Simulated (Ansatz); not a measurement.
CH3FTe, SMILES `FC[TeH]`. Charge 0, multiplicity 1. Te takes the def2 core potential. The structure was optimised at the PBE0-D4/def2-TZVP level.

```xyz
6

F    -0.875   -0.233    1.340
C    -0.493   -0.342    0.030
Te    1.615   -0.069   -0.256
H    -1.020    0.407   -0.560
H    -0.725   -1.346   -0.329
H     1.496    1.584   -0.225
```

Question: What is the dipole moment at r2SCAN/def2-TZVPP? (Best estimate.)

Answer: Ansatz gave: 1.37 D, with components (-0.34, -0.06, -1.32) D in this frame, pointing from negative to positive charge.

Question: And with PBE, B3LYP, ωB97M-V? (Best estimate.)

Answer: Ansatz gave: PBE 1.30 D, B3LYP 1.42 D, ωB97M-V 1.42 D.

Question: Give the Mulliken charges with r2SCAN, ωB97M-V, PBE in def2-TZVPP. (Best estimate.)

Answer: Computed: 
```
atom  r2SCAN  ωB97M-V    PBE
  F1   -0.21    -0.21  -0.17
  C2   -0.01    -0.14  -0.12
 Te3    0.04     0.06   0.06
  H4    0.10     0.14   0.13
  H5    0.09     0.14   0.13
  H6   -0.02    -0.01  -0.02
```

B3LYP here is the variant with VWN-RPA as its local correlation; programs differ in this.
